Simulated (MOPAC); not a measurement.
MOPAC input (PM7):

```
PM7 PRECISE GNORM=0.05 LET XYZ GEO-OK AUX(PRECISION=9) THREADS=1
C2H6BCl

C     1.42549600 1   -0.98754900 1   -0.40629100 1
B     0.01921800 1   -0.35195800 1   -0.18272300 1
C    -1.31596200 1   -1.01843500 1   -0.63513700 1
Cl   -0.06696700 1    1.22642200 1    0.63671000 1
H     1.38745600 1   -2.07830800 1   -0.45096000 1
H     2.17472400 1   -0.67498500 1    0.32077900 1
H     1.78123500 1   -0.65327000 1   -1.39049600 1
H    -1.65487100 1   -1.66093400 1    0.18905200 1
H    -2.12089700 1   -0.31078000 1   -0.83255000 1
H    -1.18250000 1   -1.67520400 1   -1.49771600 1
```

Output:

```
 *******************************************************************************
 **                                                                           **
 **                              MOPAC v23.2.5                                **
 **                                                                           **
 *******************************************************************************
 ** MOPAC's Digital Object Identifier: https://doi.org/10.5281/zenodo.6511958 **
 **                                                                           **
 ** Please cite the open-source release paper for use of this MOPAC version:  **
 ** J. E. Moussa and J. J. P. Stewart (2026)                                  **
 ** MOPAC: An open-source semiempirical molecular orbital program             **
 ** J. Open Source Softw., 11(119), 8025, https://doi.org/10.21105/joss.08025 **
 *******************************************************************************

                              PM7 CALCULATION RESULTS

 *******************************************************************************
 *  PM7        - The PM7 Hamiltonian to be used
 *  GEO-OK     - OVERRIDE INTERATOMIC DISTANCE AND OTHER SAFETY CHECKS
 *  LET        - OVERRIDE SOME SAFETY CHECKS
 *  PRECISE    - TIGHTER CRITERIA TO BE USED
 *  XYZ        - CARTESIAN COORDINATE SYSTEM TO BE USED
 *  GNORM      - EXIT WHEN GRADIENT NORM DROPS BELOW 0.050
 *  AUX        - OUTPUT AUXILIARY INFORMATION
 *******************************************************************************
PM7 PRECISE GNORM=0.05 LET XYZ GEO-OK AUX(PRECISION=9) THREADS=1
 C2H6BCl

   ATOM   CHEMICAL          X               Y               Z
  NUMBER   SYMBOL      (ANGSTROMS)     (ANGSTROMS)     (ANGSTROMS)

     1       C          1.42549600  *  -0.98754900  *  -0.40629100  *
     2       B          0.01921800  *  -0.35195800  *  -0.18272300  *
     3       C         -1.31596200  *  -1.01843500  *  -0.63513700  *
     4      Cl         -0.06696700  *   1.22642200  *   0.63671000  *
     5       H          1.38745600  *  -2.07830800  *  -0.45096000  *
     6       H          2.17472400  *  -0.67498500  *   0.32077900  *
     7       H          1.78123500  *  -0.65327000  *  -1.39049600  *
     8       H         -1.65487100  *  -1.66093400  *   0.18905200  *
     9       H         -2.12089700  *  -0.31078000  *  -0.83255000  *
    10       H         -1.18250000  *  -1.67520400  *  -1.49771600  *

          CARTESIAN COORDINATES

    NO.       ATOM           X           Y           Z

     1         C          1.4255     -0.9875     -0.4063
     2         B          0.0192     -0.3520     -0.1827
     3         C         -1.3160     -1.0184     -0.6351
     4        Cl         -0.0670      1.2264      0.6367
     5         H          1.3875     -2.0783     -0.4510
     6         H          2.1747     -0.6750      0.3208
     7         H          1.7812     -0.6533     -1.3905
     8         H         -1.6549     -1.6609      0.1891
     9         H         -2.1209     -0.3108     -0.8326
    10         H         -1.1825     -1.6752     -1.4977

 General Reference for PM7:
 "Optimization of Parameters for Semiempirical Methods VI: More Modifications to the
 NDDO Approximations and Re-optimization of Parameters", J. J. P. Stewart, J. Mol. Mod., 1:32, 19 (2013)
 https://link.springer.com/article/10.1007/s00894-012-1667-x

           Empirical Formula: C2 H6 B Cl  =    10 atoms

      MOLECULAR POINT GROUP   :   C2

      RHF CALCULATION, NO. OF DOUBLY OCCUPIED LEVELS = 12

          Geometry optimization using EF

          DIAGONAL MATRIX USED AS START HESSIAN

 CYCLE:     1  GRAD.:    43.700 HEAT: -50.57636
 CYCLE:     2  GRAD.:   220.745 HEAT: -36.28450
 CYCLE:     3  GRAD.:    15.920 HEAT: -51.46353
 CYCLE:     4  GRAD.:    36.068 HEAT: -51.03787
 CYCLE:     5  GRAD.:    19.311 HEAT: -51.47557
 CYCLE:     6  GRAD.:    35.557 HEAT: -50.90429
 CYCLE:     7  GRAD.:    17.315 HEAT: -51.51994
 CYCLE:     8  GRAD.:    32.283 HEAT: -50.89141
 CYCLE:     9  GRAD.:     2.620 HEAT: -51.67145
 CYCLE:    10  GRAD.:    10.982 HEAT: -51.62193
 CYCLE:    11  GRAD.:     0.234 HEAT: -51.67504
 CYCLE:    12  GRAD.:     0.175 HEAT: -51.67525
 CYCLE:    13  GRAD.:     0.326 HEAT: -51.67555
 CYCLE:    14  GRAD.:     0.836 HEAT: -51.67547
 CYCLE:    15  GRAD.:     0.170 HEAT: -51.67576
 CYCLE:    16  GRAD.:     0.276 HEAT: -51.67591
 CYCLE:    17  GRAD.:     0.699 HEAT: -51.67589
 CYCLE:    18  GRAD.:     0.289 HEAT: -51.67634
 CYCLE:    19  GRAD.:     0.892 HEAT: -51.67642
 CYCLE:    20  GRAD.:     0.442 HEAT: -51.67705
 CYCLE:    21  GRAD.:     0.918 HEAT: -51.67713
 CYCLE:    22  GRAD.:     0.638 HEAT: -51.67764
 CYCLE:    23  GRAD.:     0.461 HEAT: -51.67815
 CYCLE:    24  GRAD.:     0.849 HEAT: -51.68081
 CYCLE:    25  GRAD.:     1.970 HEAT: -51.68325
 CYCLE:    26  GRAD.:     0.905 HEAT: -51.68569
 CYCLE:    27  GRAD.:     1.501 HEAT: -51.68655
 CYCLE:    28  GRAD.:     0.445 HEAT: -51.68760
 CYCLE:    29  GRAD.:     0.072 HEAT: -51.68777
 CYCLE:    30  GRAD.:     0.665 HEAT: -51.68781
 CYCLE:    31  GRAD.:     0.366 HEAT: -51.68804
 CYCLE:    32  GRAD.:     0.106 HEAT: -51.68824
 CYCLE:    33  GRAD.:     0.220 HEAT: -51.68825
 CYCLE:    34  GRAD.:     0.061 HEAT: -51.68829
 CYCLE:    35  GRAD.:     0.915 HEAT: -51.68726
 CYCLE:    36  GRAD.:     0.141 HEAT: -51.68829
 CYCLE:    37  GRAD.:     0.488 HEAT: -51.68801
 CYCLE:    38  GRAD.:     0.056 HEAT: -51.68829
 CYCLE:    39  GRAD.:     0.273 HEAT: -51.68822
 CYCLE:    40  GRAD.:     0.184 HEAT: -51.68826
 CYCLE:    41  GRAD.:     0.109 HEAT: -51.68823
 CYCLE:    42  GRAD.:     0.012 HEAT: -51.68826

     GRADIENT =  0.01192 IS LESS THAN CUTOFF =  0.05000

 -------------------------------------------------------------------------------
 PM7 PRECISE GNORM=0.05 LET XYZ GEO-OK AUX(PRECISION=9) THREADS=1
 C2H6BCl

     GEOMETRY OPTIMISED USING EIGENVECTOR FOLLOWING (EF).
     SCF FIELD WAS ACHIEVED

                              PM7 CALCULATION
                                                       MOPAC v23.2.5 Linux

          FINAL HEAT OF FORMATION =        -51.68826 KCAL/MOL =    -216.26369 KJ/MOL

          COSMO AREA              =        115.66 SQUARE ANGSTROMS
          COSMO VOLUME            =        101.66 CUBIC ANGSTROMS

          GRADIENT NORM           =          0.01192          =       0.00377 PER ATOM
          IONIZATION POTENTIAL    =         10.536179 EV
          HOMO LUMO ENERGIES (EV) =        -10.536 -0.778
          NO. OF FILLED LEVELS    =         12
          MOLECULAR WEIGHT        =         76.3324         POINT GROUP:  C2

          MOLECULAR DIMENSIONS (Angstroms)

            Atom       Atom       Distance
            H     9    H     6     4.45325
           Cl     4    H    10     3.51097
            H     8    H     7     2.90066

          SCF CALCULATIONS        =         43

   ATOM   CHEMICAL          X               Y               Z
  NUMBER   SYMBOL      (ANGSTROMS)     (ANGSTROMS)     (ANGSTROMS)

     1       C          1.43465386  *  -0.97652545  *  -0.43056086  *
     2       B          0.01763329  *  -0.32280911  *  -0.16760986  *
     3       C         -1.32493909  *  -1.03272602  *  -0.61255207  *
     4      Cl         -0.06595673  *   1.20784893  *   0.62706973  *
     5       H          1.37737476  *  -2.06223877  *  -0.55029813  *
     6       H          2.14706769  *  -0.75798559  *   0.37252497  *
     7       H          1.85095270  *  -0.55992466  *  -1.35861228  *
     8       H         -1.73373228  *  -1.58748146  *   0.24377701  *
     9       H         -2.08852451  *  -0.31362540  *  -0.92892902  *
    10       H         -1.16941733  *  -1.74625224  *  -1.42685660  *

                             CARTESIAN COORDINATES

   1    C        1.434653859    -0.976525450    -0.430560864
   2    B        0.017633287    -0.322809115    -0.167609861
   3    C       -1.324939092    -1.032726021    -0.612552072
   4   Cl       -0.065956726     1.207848926     0.627069727
   5    H        1.377374765    -2.062238770    -0.550298132
   6    H        2.147067687    -0.757985585     0.372524967
   7    H        1.850952698    -0.559924662    -1.358612284
   8    H       -1.733732278    -1.587481458     0.243777008
   9    H       -2.088524509    -0.313625404    -0.928929018
  10    H       -1.169417332    -1.746252243    -1.426856595

           Empirical Formula: C2 H6 B Cl  =    10 atoms

      MOLECULAR POINT GROUP   :   C2

                  EIGENVALUES
 -25.73574 -24.54774 -24.09233 -15.13929 -14.38831 -14.28460 -13.89849 -13.49276
 -12.20818 -11.96038 -11.39791 -10.53618  -0.77828   0.89359   2.36727   4.50444
   5.60163   5.64635   5.74556   5.76260   6.90722   6.96121  70.37225  70.40612
  70.57849  70.61581  70.65951

              NET ATOMIC CHARGES AND DIPOLE CONTRIBUTIONS

  ATOM NO.   TYPE          CHARGE      No. of ELECS.   s-Pop       p-Pop       d-Pop
    1          C          -0.553769        4.5538     1.05622     3.49755
    2          B           0.309574        2.6904     0.74373     1.94670
    3          C          -0.553766        4.5538     1.05623     3.49754
    4         Cl          -0.172631        7.1726     1.98627     5.18313     0.00323
    5          H           0.156919        0.8431     0.84308
    6          H           0.160555        0.8394     0.83945
    7          H           0.167823        0.8322     0.83218
    8          H           0.167825        0.8322     0.83218
    9          H           0.160554        0.8394     0.83945
   10          H           0.156917        0.8431     0.84308
 DIPOLE           X         Y         Z       TOTAL
 POINT-CHG.     0.085    -1.565    -0.813     1.766
 HYBRID         0.004    -0.076    -0.040     0.086
 SUM            0.090    -1.641    -0.852     1.852

          ATOMIC ORBITAL ELECTRON POPULATIONS

     Atom    s        px        py        pz      x^2-y^2     xz        z^2       yz        xy
    1  C   1.05622   1.15417   1.17203   1.17135
    2  B   0.74373   0.94535   0.65420   0.34715
    3  C   1.05623   1.15631   1.17636   1.16486
    4 Cl   1.98627   1.98276   1.44115   1.75921   0.00057   0.00034   0.00029   0.00094   0.00108
    5  H   0.84308
    6  H   0.83945
    7  H   0.83218
    8  H   0.83218
    9  H   0.83945
   10  H   0.84308

 **********************
 *                    *
 * JOB ENDED NORMALLY *
 *                    *
 **********************

 == MOPAC DONE ==
```

The geometry given is a B3LYP-D3(BJ)/def2-TZVP minimum.
